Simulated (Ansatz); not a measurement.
Input:

```yaml
crystal:
  periodic: [false, false, false]
  atoms:
    - { symbol: Al, position_ang: [-0.0602, -0.2274, -0.0543] }
    - { symbol: Cl, position_ang: [2.144, 0.1636, -1.3843] }
    - { symbol: C, position_ang: [0.5631, -0.8645, 1.7181] }
    - { symbol: C, position_ang: [-1.4878, -0.4681, -1.4034] }
    - { symbol: H, position_ang: [1.1817, 1.4625, -0.704] }
    - { symbol: O, position_ang: [0.2244, 1.9347, -0.0154] }
    - { symbol: H, position_ang: [1.5139, -0.3764, 1.9665] }
    - { symbol: H, position_ang: [-0.1332, -0.638, 2.5302] }
    - { symbol: H, position_ang: [0.7448, -1.9417, 1.7545] }
    - { symbol: H, position_ang: [-1.6764, -1.51, -1.6773] }
    - { symbol: H, position_ang: [-2.4466, -0.0451, -1.0917] }
    - { symbol: H, position_ang: [-1.1944, 0.0583, -2.3192] }
    - { symbol: H, position_ang: [0.6266, 2.4521, 0.6804] }
magnetization:
  spin_polarized: true
basis:
  gaussian: { orbitals: STO-3G }
hamiltonian:
  xc: pbe
  dispersion: d4
md:
  timestep: 0.5
  n_steps: 150
  ensemble: nve
  temperature: 600.0
  initial_velocities: maxwell_boltzmann
  seed: 80942
```

Launched with:

```bash
$ ansatz run input.yaml --threads 1 --pin off --max-ram 2048MiB --backend cpu --events-out ev --progress --plain --runs-dir out
```

Hardware: 1 thread of Arm Neoverse V1, with other jobs on the host.

Roughly how long does this run take, and how much memory?

10 min, with a peak of 0.12 GiB, for 151 ionic steps.
